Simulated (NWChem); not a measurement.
NaOH; SMILES [OH][Na]

```xyz
3

Na    -0.0667    -0.9424     0.0000
O      0.1330     0.9559     0.0000
H      0.2311     1.9075     0.0000
```
Atoms are numbered in this order, from 1.

All runs use the structure optimised with PBE0/def2-SVP.

Task: Give the principal values of the shielding tensors (ppm) of Na1, O2 from PBE/pcSseg-1, GIAO (NWChem), with their diamagnetic and paramagnetic parts as GIAO splits them.

Result: 
```json
[
 {"atom": "Na1", "σ11": "504.0", "σ22": "504.0", "σ33": "631.1", "isotropic": "546.3", "diamagnetic": "629.4", "paramagnetic": "-83.1"},
 {"atom": "O2", "σ11": "414.9", "σ22": "459.1", "σ33": "459.2", "isotropic": "444.4", "diamagnetic": "390.1", "paramagnetic": "54.3"}
]
```
